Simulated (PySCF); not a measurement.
Worked example: dipole moment from atomic charges

Re(O)3(OH) (HO4Re), SMILES [O]=[Re](=[O])(=[O])[OH], multiplicity 1. Atoms are numbered in the order given.

```xyz
6

Re     0.0000     0.0000    -0.0271
O     -1.3716    -0.7919    -0.6301
O      0.0000     1.5838    -0.6301
O      1.3716    -0.7919    -0.6301
O      0.0000     0.0000     1.7997
H      0.0000     0.0000     2.7566
```

Geometry optimised at PBE0-D3(BJ)/def2-SVP. A frequency run showed that this geometry is not a minimum. The multiplicity is an assumed one; no other spin state was optimised. The isomer is the one that the SMILES or the coordinates give; other isomers of the formula were not compared. The def2 effective core potentials stand for the cores of Re; spin–orbit coupling is left out. Other conformers were not sampled.

Charges (e) from PBE/def2-TZVP in PySCF:

```json
[
 {"atom": "Re1", "ESP fit": "1.385", "Mulliken": "1.422"},
 {"atom": "O2", "ESP fit": "-0.402", "Mulliken": "-0.399"},
 {"atom": "O3", "ESP fit": "-0.401", "Mulliken": "-0.399"},
 {"atom": "O4", "ESP fit": "-0.402", "Mulliken": "-0.399"},
 {"atom": "O5", "ESP fit": "-0.677", "Mulliken": "-0.581"},
 {"atom": "H6", "ESP fit": "0.497", "Mulliken": "0.356"}
]
```

The dipole moment of the full density is 4.19 D.

### Question
What dipole moment does each set of point charges give, and which comes closer to that of the density?

### Answer

μ = Σ q r, and 1 e Å = 4.8032 D.
ESP fit: Σ q r = (0.000, 0.002, 0.873) e Å, |μ| = 4.19 D.
Mulliken: Σ q r = (0.000, 0.000, 0.651) e Å, |μ| = 3.13 D.
ESP fit comes closer in size. Point charges leave out the atoms' own dipoles (lone pairs, polarised bonds); fits to the potential absorb them, partitions of the density don't.
